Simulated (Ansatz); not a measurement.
```yaml
crystal:
  periodic: [false, false, false]
  atoms:
    - {symbol: B, position_ang: [-0.570566, 0.475720, -0.343029]}
    - {symbol: B, position_ang: [0.285765, 1.055996, 0.917901]}
    - {symbol: S, position_ang: [1.375406, -0.184883, 0.161459]}
    - {symbol: C, position_ang: [-0.182257, -1.045431, -0.349473]}
    - {symbol: H, position_ang: [-0.830694, 1.061059, -1.354022]}
    - {symbol: H, position_ang: [0.590354, 1.853792, 1.738828]}
    - {symbol: H, position_ang: [-0.095774, -1.579410, -1.294349]}
    - {symbol: H, position_ang: [-0.480034, -1.693943, 0.466886]}
basis:
  gaussian: {orbitals: pcseg-2}
magnetization: {spin_polarized: true, initial_magnetization: 2}
hamiltonian: {xc: {name: wB97X-V}}
scf: {lower_state_search: light}
```

```sh
$ ansatz run in.yaml --threads 2 --pin off --events-out ev --progress --plain --max-ram 4352MiB
```

Output, abridged:

```
Functional definition: wB97X-V
  name "wB97X-V"
  cite "Mardirossian & Head-Gordon, Phys. Chem. Chem. Phys. 16, 9904 (2014) doi:10.1039/C3CP54374A"
  cite "Becke, J. Chem. Phys. 107, 8554 (1997) doi:10.1063/1.475007"
  cite "Vydrov & Van Voorhis, J. Chem. Phys. 133, 244103 (2010) doi:10.1063/1.3521275"
  parameter omega = 0.3/bohr
  parameter cx = 0.167
  parameter cx1 = 0.603
  parameter cx2 = 1.194
  parameter css0 = 0.556
  parameter css1 = -0.257
  parameter cos0 = 1.219
  parameter cos1 = -1.850
  parameter b = 6.0
  parameter c = 0.01
  exchange = spin_sum(e_x_unif_sr(omega)*poly(b97_u_x, 1 - cx, cx1, cx2)) + cx*exact_x_sr(omega) + exact_x_lr(omega)
  correlation = spin_sum(e_c_pw_same_spin*poly(b97_u_same, css0, css1))
      + integral(e_c_pw_opposite_spin*poly(b97_u_opposite, cos0, cos1)) + vv10(b, c)
979 factors; their error is unknown
247 factors; integrals over basis functions are off by at most 9.2e-6 eV
mean field evaluation 1: about -13281.6167 eV, gradient 2.4e1 eV
mean field evaluation 2: about -13282.6472 eV, gradient 2.0e1 eV
mean field evaluation 4: about -13284.7470 eV, gradient 1.1e0 eV
mean field evaluation 8: about -13284.7940 eV, gradient 2.2e-1 eV
mean field evaluation 16: about -13284.8005 eV, gradient 1.8e-2 eV
mean field evaluation 32: about -13284.8006 eV, gradient 1.7e-5 eV
mean field -13284.80055508 eV, -488.2074156380 hartree, gradient 1.7e-5 eV, S^2 2.009212; 2 other end points of the search recorded, 0 dependent functions left out
reference -13284.80055449 eV, -488.2074156162 hartree; 19, 17 occupied and 161, 163 virtual orbitals, 979 factors
Total energy: -13284.80055449 eV, -488.2074156162 hartree
```

Hardware: 2 threads of an Arm Neoverse V1 on a shared host. Wall time 25 s, peak host memory 0.59 GiB.
